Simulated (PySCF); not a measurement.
# Ni(21+): ionisation energy

Ni(21+) [He] 2s2 2p3 [2p1/2^2 2p3/2^1, M_J = 3/2] → Ni(22+) [He] 2s2 2p2 [2p1/2^2, M_J = 0], as a difference of total energies. Computed with PySCF 2.14 in an uncontracted even-tempered set (17 s from 5.6 bohr⁻², ratio 2.4; 11 p from 7.3 bohr⁻², ratio 2.4; 5 d from 28 bohr⁻², ratio 2.6; 4 f from 42 bohr⁻², ratio 2.6), with the two-component X2C-1e Hamiltonian. Correlated levels: nothing frozen; the 28 highest virtual spinors dropped. "Screened" scales the spin-orbit matrix elements by Boettger's factors to mimic the two-electron term; Breit and QED terms are absent.

```json
{"method": "GHF (spin-free)", "ionisation energy (eV)": "1895.3"}
{"method": "GMP2 (spin-free)", "ionisation energy (eV)": "1895.3"}
{"method": "GHF (screened spin-orbit)", "ionisation energy (eV)": "1835.1"}
{"method": "GMP2 (screened spin-orbit)", "ionisation energy (eV)": "1835.6"}
```

The labels give the starting determinants; with spin-orbit coupling the two ends relaxed to ⟨J²⟩ = 3.78, ⟨L²⟩ = 3.43, ⟨S²⟩ = 1.08 and ⟨J²⟩ = 0.31, ⟨L²⟩ = 1.53, ⟨S²⟩ = 1.53.

The determinant of Ni(22+) mixes levels of different J (the jj label is only the starting occupation), so the difference between spin-free and spin-orbit rows is not the physical spin-orbit shift.

For comparison: 1880 ± 5 eV (semi-empirical (NIST evaluation); NIST Atomic Spectra Database, ionization energies).
